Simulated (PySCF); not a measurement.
A structure optimised at PBE-D3(BJ)/def2-SVP, used in a PySCF frequency run:

```xyz
9

F      1.3394     0.4896     1.5041
Si     0.4073     0.1064     0.2194
Cl     1.6778    -0.5100    -1.2883
N     -0.6255     1.4950    -0.2950
C     -1.8055     0.9649    -0.1615
Si    -1.7051    -0.8599     0.5168
H     -2.7107     1.5641    -0.4218
H     -2.2195    -1.9499    -0.3871
H     -2.2671    -1.0572     1.9008
```
Charge 0, spin multiplicity 1.

Question: Write its SMILES and formula.

Answer: F[Si@]1(Cl)N=C[SiH2]1, CH3ClFNSi2

Question: What are its rotational constants (standard atomic weights)?

Answer: 2.7655, 1.3423, 1.2457 GHz
